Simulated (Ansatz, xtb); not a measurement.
Cl3GaH2Si: which of two conformers lies lower

Structure a: `Cl[SiH2][Ga]([Cl])[Cl]`, a singlet. Structure b: `Cl[SiH2][Ga]([Cl])[Cl]`, a singlet. Both are isolated molecules in the gas phase, relaxed with B3LYP/6-31G*.

a (Å):

| atom | x (Å) | y (Å) | z (Å) |
| --- | --- | --- | --- |
| Cl | -2.8567 | 2.7315 | 0.7686 |
| Cl | -0.5182 | -2.4664 | 0.2686 |
| Cl | -2.1977 | -0.9812 | 3.1408 |
| Ga | -1.5410 | -0.7328 | 1.0927 |
| Si | -1.8516 | 1.2471 | -0.2764 |
| H | -0.5222 | 1.7626 | -0.6841 |
| H | -2.6449 | 0.8820 | -1.4751 |

b (Å):

```json
{"atom": "Cl", "x (Å)": "-0.1977", "y (Å)": "2.2113", "z (Å)": "-0.5474"}
{"atom": "Cl", "x (Å)": "-0.7838", "y (Å)": "-2.3909", "z (Å)": "1.4041"}
{"atom": "Cl", "x (Å)": "-2.5805", "y (Å)": "0.1031", "z (Å)": "3.3536"}
{"atom": "Ga", "x (Å)": "-1.7511", "y (Å)": "-0.4482", "z (Å)": "1.4253"}
{"atom": "Si", "x (Å)": "-1.8804", "y (Å)": "0.9869", "z (Å)": "-0.5301"}
{"atom": "H", "x (Å)": "-3.0888", "y (Å)": "1.8425", "z (Å)": "-0.4632"}
{"atom": "H", "x (Å)": "-1.8868", "y (Å)": "0.1722", "z (Å)": "-1.7683"}
```

Estimate which is lower in electronic energy at CCSD(T)/def2-SVP + ΔMP2/def2-TZVPP, and by roughly how much.

Too close to call at this level: CCSD(T)/def2-SVP + ΔMP2/def2-TZVPP gives E(b) − E(a) = +0.011 eV.

How the difference moves with the method:

```tsv
level	geometry	E(b) − E(a) (eV)	departure from the last row (eV)	job, with rough time for the two
B3LYP/6-31G*	B3LYP/6-31G*	+0.010	−0.001	optimisation, 1.7 min
HF/def2-SVP	B3LYP/6-31G*	+0.001	−0.010	part of the CCSD(T) run
MP2/def2-SVP	B3LYP/6-31G*	+0.009	−0.002	part of the CCSD(T) run
CCSD(T)/def2-SVP	B3LYP/6-31G*	+0.009	−0.002	single point
CCSD(T)/def2-SVP + ΔMP2/def2-TZVPP	B3LYP/6-31G*	+0.011		single point, 40 s
```

The largest departure from CCSD(T)/def2-SVP + ΔMP2/def2-TZVPP is that of HF/def2-SVP, 0.010 eV. A small imaginary or near-zero mode remains, so no thermal terms are given. Levels run at GFN2-xTB geometries aren't shown. The last row adds to CCSD(T) the change of the MP2 difference between the two basis sets, here +0.002 eV.

The correlated steps freeze 29 core orbitals; the filled d shell of Ga is correlated, in a basis made for valence electrons. Programs: Ansatz 0.2.0; the last row on 2 threads of Arm Neoverse V2 on a shared host.
